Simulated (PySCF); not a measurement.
# Spinor energies of I(20+) (iodine, charge +20)

Start: [Ar] 3d10 4s2 4p3; 4p1/2 filled at m_j = -1/2, +1/2; 4p3/2 filled at m_j = +3/2. Calculated with PySCF 2.14 in an even-tempered Gaussian basis (18 s from 1.3 bohr⁻², ratio 2.8; 13 p from 1.7 bohr⁻², ratio 2.8; 9 d from 2.9 bohr⁻², ratio 2.8; 4 f from 9.1 bohr⁻², ratio 3): generalised Hartree-Fock with the X2C-1e Hamiltonian and a Gaussian nucleus; spin-orbit coupling (SO) screened by Boettger's factors.

| spinor shell | electrons | ε, screened SO (eV) | weight of nominal j (screened SO) | rms radius, screened SO (bohr) |
| --- | --- | --- | --- | --- |
| 1s1/2 | 2 | -33901.6 | 1.000 | 0.0311 |
| 2s1/2 | 2 | -5812.1 | 1.000 | 0.127 |
| 2p1/2 | 2 | -5478.3 | 1.000 | 0.109 |
| 3s1/2 | 2 | -1636.9 | 1.000 | 0.331 |
| 3p1/2 | 2 | -1498.7 | 1.000 | 0.323 |
| 3p3/2 | 4 | -1436.8 | 1.000 | 0.334 |
| 3d3/2 | 4 | -1197.0 | 0.997 | 0.306 |
| 3d5/2 | 6 | -1183.9 | 0.998 | 0.309 |
| 4s1/2 | 2 | -666.63 | 1.000 | 0.717 |
| 4p1/2 | 2 | -614.40 | 0.968 | 0.738 |
| 4p3/2 | 1 | -601.05 | 1.000 | 0.758 |

Where does 2p3/2 lie, and what is the 2p spin-orbit splitting (screened SO)?

At -5174.8 eV, 303.45 eV above 2p1/2.

```csv
quantity,screened SO
E (hartree),-6944.53632
M_J,3/2
⟨J²⟩,3.756
⟨L²⟩,1.676
⟨S²⟩,2.052
```

Each row is a mean over spinors that exchange with the open shell spreads, by up to 13.337 eV (4s1/2).

Breit and QED terms are absent; they matter most for the inner s and p1/2 levels.

Densities and radii are taken from the X2C orbitals without a picture-change correction, which distorts them close to the nucleus.
